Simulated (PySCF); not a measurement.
# How methods differ on the excitation energy of Pt²⁺

Pt²⁺ [Xe] 4f14 5d8 (3F) → Pt²⁺ [Xe] 4f14 5d7 6s1 (5F), as a difference of total energies. Computed with PySCF 2.14 in aug-cc-pVTZ-PP with ECP60MDF (6s6p5d3f2g, 88 functions), with scalar relativity through the core potential. Correlated levels: valence: 5s2 5p6 frozen. The calculations carry no spin-orbit coupling.

```csv
method,excitation energy (eV)
UHF,2.457
LDA,2.581
PBE,2.622
PBE0,2.744
r2SCAN,2.460
B97-3,3.096
LC-wPBE,2.915
BP86,2.645
wB97M-V,3.102
MP2 (valence),2.972
SCS-MP2 (valence),3.356
```

Question: How much does correlation contribute at MP2 (valence)?

Answer: 2.972 − (2.457) = 0.515 eV, measured against UHF.
